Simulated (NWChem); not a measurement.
System: C₃H₇NSi; SMILES C(C[SiH3])C#N

The following NWChem deck was run.

```
start job
memory heap 200 mb stack 900 mb global 1100 mb
geometry units angstroms noautosym nocenter noautoz
  N      0.972236    -2.421615    -0.043619
  C      0.074585    -1.710406     0.123477
  C     -1.052234    -0.802702     0.320748
  C     -0.919259     0.521970    -0.442468
  Si     0.538820     1.630727     0.052256
  H     -1.965615    -1.339269     0.013332
  H     -1.152515    -0.623057     1.404583
  H     -1.842983     1.104446    -0.289717
  H     -0.856070     0.327169    -1.525986
  H      0.470500     1.917942     1.519196
  H      0.435754     2.916718    -0.701409
  H      1.844700     0.978232    -0.256256
end
basis spherical
  * library 6-31g*
end
dft
  xc hfexch
  iterations 150
  mulliken
end
task dft energy
esp
  recalculate
  probe 0.07
  range 0.3
  factor 1.0
  spacing 0.02
end
task esp
```

Structure relaxed at the PBE0/def2-SVP level. No frequency run checked for a minimum.

Atomic charges in e: unrestrained fits to the electrostatic potential beside Mulliken populations; buried atoms are poorly determined by the fit.

Atoms are numbered as in the input.

Question: What results follow from this input? (Hartree-Fock/6-31G* (spherical d).) Quantities: ESP N1; Mulliken N1; ESP C2; Mulliken C2; ESP C3; Mulliken C3; ESP C4; Mulliken C4; ESP Si5; Mulliken Si5; relative RMS misfit of the potential (%).

Answer: The ESP N1 is -0.48. The Mulliken N1 is -0.40. The ESP C2 comes out as 0.30 and the Mulliken C2 is 0.26. The ESP C3 is 0.09. The Mulliken C3 is -0.38. The ESP C4 is -0.08, the Mulliken C4 is -0.62 and the ESP Si5 is 0.50. The Mulliken Si5 is 0.69 and the relative RMS misfit of the potential (%) is 19.
